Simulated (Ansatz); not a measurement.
`N[Si@H](F)N[Si@@H](N)Cl` → Cl• + F• + 7 H• + 3 N• + 2 Si•  (atomization)

Program: Ansatz. Geometries: PBE0-D4/def2-TZVP. ΔE: electronic, gas phase. CCSD(T)/CBS adds triple-zeta CCSD(T) − MP2 to the extrapolated MP2 energy (def2 sets, frozen cores). This one scheme is used for every species, atoms too. DFT in def2-TZVPP. B3LYP here is the variant with VWN-RPA as its local correlation; programs differ in this. No spin–orbit coupling; open shells (•) take unrestricted orbitals. Spin–orbit coupling would lower the free atoms: a little for Cl, F, Si. One conformer a species, not always the lowest.

CCSD(T)/CBS gives +5143.6 kJ/mol.

Another level gave +5057.8 kJ/mol. Which?
A. HF/def2-TZVPP
B. SCS-MP2/def2-TZVPP
C. PBE/def2-TZVPP
D. B3LYP/def2-TZVPP

B. SCS-MP2/def2-TZVPP 5057.8, PBE 5144.3, B3LYP 5065.6, HF/def2-TZVPP 3597.3 kJ/mol.

Largest T1 diagnostic among the species: 0.012.

The D4 term adds +63.4 kJ/mol with B3LYP and +33.8 kJ/mol with PBE0; it sums over pairs of atoms, weighted by their polarisabilities, and B3LYP, whose exchange is more repulsive, gets the larger term. From PBE to PBE0 (25 % exact exchange), in def2-TZVPP and without D4, ΔE moves by −88.7 kJ/mol: exact exchange takes away binding that semilocal exchange gives to molecules. In def2-TZVPP, CCSD(T) changes the Hartree–Fock value by +1361.3 kJ/mol (the triples alone add +77.9 kJ/mol) and MP2 by +1463.4 kJ/mol; breaking electron pairs costs correlation energy, which Hartree–Fock lacks.

For atomizations the MP2-based limit and the directly extrapolated one differ by several kJ/mol either way, and by 10 to 25 for some Ge, Se and Sn compounds, so smaller differences from it don't rank the levels.
